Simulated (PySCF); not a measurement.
**What settings do to a single point of Re3**

The sound run of Re3 (quartet) uses PySCF 2.14.0, UKS B3LYP, Re def2-SVP with ECP60; non-relativistic Hamiltonian with scalar-relativistic core potentials where named; density fitting; no spin-orbit coupling, grid (50, 194), threshold 1e-8 Eh and 55 cycles, at the relaxed geometry:

```xyz
3

Re    1.1735   -0.0171    0.0000
Re   -0.5673    1.3257    0.0000
Re   -0.6061   -1.3086    0.0000
```

There Re1 has a Mulliken charge of 0.09 e and the dipole about the centre of mass is 0.81 D. Each run below changes one thing and starts from free metal ions and neutral atoms unless it says otherwise; with 55 cycles, smearing, a level shift and second-order steps follow where DIIS fails, and their cycles count. Energy shifts count from the sound run.

```csv
change,outcome,cycles,energy shift (eV),largest force component (eV/Å),charge on Re1 (e),dipole about the centre of mass (D)
all coordinates × 1.12,converged,34,1.34,3.96,0.01,0.81
threshold 1e-06,converged,15,0.0000,0.01,0.09,0.81
```

(1) One further run converged with energy shift (eV) -2.38, largest force component (eV/Å) 2.60, charge on Re1 (e) 0.18, dipole about the centre of mass (D) 0.59. Which change was it?
A. start from a density of up to 30 smeared cycles (not counted)
B. grid (15, 26)
C. cycle limit 8

(2) And the other changes listed?

Unsound on purpose, so not properties of the compound: grid (15, 26).

Started from ions, an open shell can land on another state than the sound run's, and that then enters the shifts.

Forces carry noise of the integration grid, about 0.01 to 0.03 eV/Å.

Open shells may have lower solutions than the one found.

Answers

(1) B.

(2) 
```json
{"change": "start from a density of up to 30 smeared cycles (not counted)", "outcome": "converged", "cycles": "16", "energy shift (eV)": "0.0000", "largest force component (eV/Å)": "0.01", "charge on Re1 (e)": "0.09", "dipole about the centre of mass (D)": "0.81"}
{"change": "cycle limit 8", "outcome": "not converged", "cycles": "8", "energy shift (eV)": "–", "largest force component (eV/Å)": "–", "charge on Re1 (e)": "–", "dipole about the centre of mass (D)": "–"}
```
